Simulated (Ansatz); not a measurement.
```xyz
10

Si   -0.454    1.274    1.864
Al   -0.864    0.024   -0.206
Cl   -2.852   -0.065   -0.903
Sn    0.958   -1.239   -1.669
H     0.154    0.372    2.884
H     0.523    2.370    1.605
H    -1.692    1.868    2.436
H     1.753   -2.449   -0.756
H     0.297   -1.993   -3.052
H     2.176   -0.163   -2.204
```

The species carries charge 0 and has multiplicity 1. Sn: def2 effective core potential.

List the CAM-B3LYP/def2-TZVPP orbital energies in eV (the Gaussian-basis code of Ansatz). (Best estimate.)

The calculation gave: Occupied: -2764.17, -1800.88, -1527.69, -258.96, -197.97, -197.91, -197.87, -145.51, -140.63, -115.65, -100.82, -100.82, -100.82, -95.50, -95.50, -95.50, -76.37, -76.23, -76.17, -29.69, -29.68, -29.60, -29.54, -29.54, -24.33, -16.96, -16.15, -13.24, -11.49, -11.44, -11.02, -10.95, -10.51, -10.46, -10.24, -8.35. Lowest empty: -1.33, 0.16, 0.22, 1.33, 1.55, 1.75, 2.43, 2.60.
